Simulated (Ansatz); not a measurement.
Frontier orbitals of C4H4F8O2Si (`FC(F)(F)CO[Si](F)(F)OCC(F)(F)F`).

Cartesian coordinates in Å:
```
F 1.5377 2.0894 -0.2893
C 1.0853 2.0203 0.9654
F 1.5842 3.0534 1.6444
F 1.5771 0.8939 1.5009
C -0.4279 2.0386 1.0248
O -0.9624 0.9660 0.3093
Si -1.3022 -0.5302 0.8198
F -2.7448 -0.9022 0.3265
F -1.3231 -0.5685 2.3943
O -0.2374 -1.6240 0.3095
C 0.6731 -1.5532 -0.7469
C 0.0144 -1.9340 -2.0567
F -1.0040 -1.1128 -2.3402
F -0.4645 -3.1768 -2.0386
F 0.9045 -1.8464 -3.0498
H -0.7700 2.9721 0.5737
H -0.7172 2.0242 2.0797
H 1.4841 -2.2586 -0.5587
H 1.0931 -0.5512 -0.8682
```

The species carries charge 0 and has multiplicity 1. The structure was optimised at the PBE0-D4/def2-TZVP level. It is one conformer, not always the lowest. Basis def2-TZVPP, Ansatz 0.2.0.

Orbital energies of one run (eV). Highest occupied ones, from the top: -7.84, -8.05, -8.53, -8.78, -9.74, -9.97, -10.08, -10.18, -10.24, -10.31, -10.37, -10.46, -10.66, -10.72. Empty: -0.38, 0.47, 0.63, 0.79, 1.11, 1.45.

Problem. Which functional gave them?
A. r2SCAN0
B. HSE06 (plane-wave form)
C. BLYP
D. ωB97M-V

Solution. C. HOMO energies: BLYP -7.84, ωB97M-V -12.06, r2SCAN0 -9.93, HSE06 -9.23 eV.
